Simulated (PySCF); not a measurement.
Cyclo-(AsH)5.
Bonds: As1–As2, As1–As5, As2–As3, As3–As4, As4–As5. Hydrogens: H6 on As1; H7 on As2; H8 on As3; H9 on As4; H10 on As5.

Computed, not measured: PBE0-D3(BJ)/def2-SVP geometry optimisation, gas phase (PySCF).

(1) What internal coordinates does the optimisation give?

Answers

(1) 
| bond | length (pm) |
| --- | --- |
| As1–As2, As4–As5 | 242.7 |
| As1–As5, As3–As4 | 243.9 |
| As1–H6 and 4 like bonds | 152.6 |
| As2–As3 | 245.2 |

Bonds in one row agree within 1 pm and their mean is given. A selection of angles:
| angle | degrees |
| --- | --- |
| As2–As1–As5 | 103.8 |
| As2–As1–H6 | 94.6 |
| As5–As1–H6 | 94.0 |
| As1–As2–H7 | 91.1 |
| As3–As2–H7 | 97.1 |
| As2–As3–As4 | 106.0 |

Torsions: As5–As1–As2–As3 -40° (synclinal); As2–As1–As5–As4 34° (synclinal); As1–As2–As3–As4 31° (synclinal); As2–As3–As4–As5 -10° (synperiplanar); As3–As4–As5–As1 -15° (synperiplanar).

The 5 As–As bonds span 2.425 Å (As1–As2) to 2.452 Å (As2–As3), a spread of 0.027 Å. As1 (arsenic bonded to 2 As and H) is pyramidal (angles 103.8°, 94.6° and 94.0°, sum 292.4°, 1.00 Å off the plane of its three neighbours).

Not checked by PBE0-D3(BJ)/def2-SVP frequencies. The numbers are those of one conformer.
